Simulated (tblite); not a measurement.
Species: CH10FNSi3.
Bonds: C1–N2, N2–Si3, Si3–F4, Si3–Si5, Si3–Si6. Hydrogens: H7, H8, H9 on C1; H10 on N2; H11, H12, H13 on Si5; H14, H15, H16 on Si6.

Computed geometry: GFN2-xTB, gas phase.

What internal coordinates does the optimisation give?

```csv
bond,length (pm)
C1–N2,144.4
N2–Si3,172.8
Si3–F4,163.5
Si3–Si5,232.9
Si3–Si6,231.0
C1–H7,109.6
"C1–H8, C1–H9",108.9
N2–H10,100.8
Si5–H11 and 5 like bonds,146.7
```

Bonds in one row agree within 1 pm and their mean is given. A selection of angles:
```csv
angle,degrees
N2–C1–H7,112.7
N2–C1–H8,108.5
N2–C1–H9,110.0
H7–C1–H8,108.5
H7–C1–H9,108.5
C1–N2–Si3,123.2
C1–N2–H10,111.6
Si3–N2–H10,118.1
N2–Si3–F4,100.7
N2–Si3–Si5,114.9
N2–Si3–Si6,105.2
F4–Si3–Si5,102.9
F4–Si3–Si6,107.6
Si5–Si3–Si6,123.1
Si3–Si5–H11,111.1
Si3–Si5–H13,115.1
H11–Si5–H12,106.3
H12–Si5–H13,106.8
Si3–Si6–H14,108.5
Si3–Si6–H15,113.8
```

Dihedral angles: C1–N2–Si3–F4 -56° (synclinal). The mirror-image conformer, all signs reversed, is as good.

Si5 (SiH3 silicon) is distorted tetrahedral (angles from 105.6° to 115.1°). Of the pairs four or more bonds apart, F4···H8 is among the closest relative to their van der Waals radii: 2.64 Å, 99 % of the sum of Bondi's values. N2 (silicon-bound nitrogen) has angles 123.2°, 118.1° and 111.6°, sum 352.9°, 0.21 Å off the plane of its three neighbours. Si3 (fluorine-bound silicon) is distorted tetrahedral (angles from 100.7° to 123.1°).

Point group: C1 (no symmetry element, even within 0.4 Å). GFN2-xTB frequencies show an imaginary mode (25i cm⁻¹), so the point is no minimum at that level. 2 starts were optimised and ended at 0.00 and 0.29 kcal/mol (GFN2-xTB); the lowest of these is shown.
